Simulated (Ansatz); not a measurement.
## A barrier at the coupled-cluster level

Start structure (Si2H7ClOF2, singlet), relaxed at PBE0-D4/def2-TZVP:

Si1  (-0.749, 0.737, -1.207)
Si2  (0.989, -0.806, -1.530)
F3  (-1.760, 0.645, -2.439)
F4  (-1.633, 0.295, 0.070)
H5  (-0.416, 2.165, -1.033)
H6  (0.619, 0.565, 2.030)
Cl7  (1.567, 1.139, 1.296)
H8  (-0.611, -1.059, 2.967)
O9  (-0.712, -0.138, 2.714)
H10  (1.093, -1.704, -0.353)
H11  (0.670, -1.622, -2.733)
H12  (2.269, -0.090, -1.751)
H13  (-1.326, -0.125, 1.968)
(Å)

The step: Si₂H₄F₂ ([F][SiH]([F])[SiH3]) + HCl + H₂O → SiHClF₂ ([F][SiH]([F])[Cl]) + SiH₄ + H₂O; bonds formed: Si1–Cl7, Si2–H8, H6–O9; bonds broken: Si1–Si2, H6–Cl7, H8–O9. Computed with Ansatz 0.2.0 (basis: def2-TZVPP and def2-QZVPP); correlated methods freeze the cores. Extrapolation: Hartree–Fock as exp(−7.88 √X), correlation as X^−2.97. Energies below are by CCSD(T) at an estimated basis limit (MP2 extrapolated from triple and quadruple zeta, plus CCSD(T) − MP2 in triple zeta).

Problem. What are the electronic barrier and the energy of the step, from the start structure to the end structure? (An estimate is asked for; the value comes from the calculation.)

Solution. The calculation gives: Barrier 40.35 kcal/mol; step energy -21.10 kcal/mol (downhill); reverse barrier, their difference, 61.45 kcal/mol. Barrier and step energy count from the start structure, the reverse barrier from the end structure.

The saddle point: One imaginary mode of 932i cm⁻¹.
```csv
pair,start (Å),saddle (Å),end (Å)
Si1–Cl7,3.43,2.32,2.03
Si2–H8,4.78,1.88,1.49
H6–O9,1.65,1.00,0.96
Si1–Si2,2.35,2.50,4.46
H6–Cl7,1.33,2.03,3.58
H8–O9,0.96,1.23,3.00
```

Zero-point energy (harmonic, PBE0-D4): ZPE is 46.06 kcal/mol at the start and 45.75 kcal/mol at the saddle, so the barrier goes from 40.35 to 40.04 kcal/mol.

The T1 diagnostic stays at or below 0.013.

Labels in which every atom is bracketed show which atoms are joined, not bond orders.

For scale, one of the runs: CCSD(T)/def2-TZVPP, 317 basis functions, launched by `ansatz run in.yaml --threads 4 --pin off --events-out ev --progress --plain --max-ram 66560MiB --backend cuda --devices 0, --max-vram 37GiB`. Hardware: 4 CPU threads of an AMD EPYC 7R13 and a share of one NVIDIA H100, shared host. Wall time 6.5 s; peak host memory 0.83 GiB.
